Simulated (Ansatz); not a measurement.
`C[O][InH][Cl]` + `C=CC` → `C=C[CH2][InH][Cl]` + CH₃OH  (formal exchange of groups at the In–O bond)

Gas-phase electronic energies from Ansatz, PBE0-D4/def2-TZVP geometries. CBS: MP2 limit from def2 TZ/QZ plus the TZ coupled-cluster correction, frozen cores. This one scheme is used for every species. Functionals use def2-TZVPP. def2 core potentials past Kr. For In outer-core shells are correlated without core-valence functions, which leaves a few kJ/mol of doubt a bond. One conformer a species, not always the lowest.

Problem. Is it downhill or uphill in electronic energy at CCSD(T)/CBS, and by how much? (Estimate.)

Solution. The calculation gave: Uphill: ΔE = +9.7 kcal/mol.

Problem. What do these levels give: LDA (SPW92), PBE-D4, r2SCANh-D4, CAM-B3LYP-D4, ωB97X-V, B2PLYP, BLYP, r2SCAN0, BHLYP, LC-ωPBE, CCSD(T)/def2-TZVPP, MP2/CBS(def2)? (Estimate.)

Solution. Ansatz gave: LDA (SPW92) 8.8, PBE-D4 9.0, r2SCANh-D4 9.7, CAM-B3LYP-D4 11.2, ωB97X-V 10.9, B2PLYP 10.9, BLYP 11.7, r2SCAN0 9.3, BHLYP 11.0, LC-ωPBE 10.9, CCSD(T)/def2-TZVPP 9.4, MP2/CBS(def2) 8.6 kcal/mol.

Largest T1 diagnostic among the species: 0.016.

At CCSD(T), def2-SVP lies +2.9 kcal/mol from the extrapolated value and def2-TZVPP −0.3 kcal/mol. Leaving LDA and LC-ωPBE aside and taking each functional with its dispersion term where it has one, the values, not all of them listed here, spread over 3.7 kcal/mol, from HSE06-D4 to B97M-V. LDA lies −0.8 kcal/mol from PBE without D4.
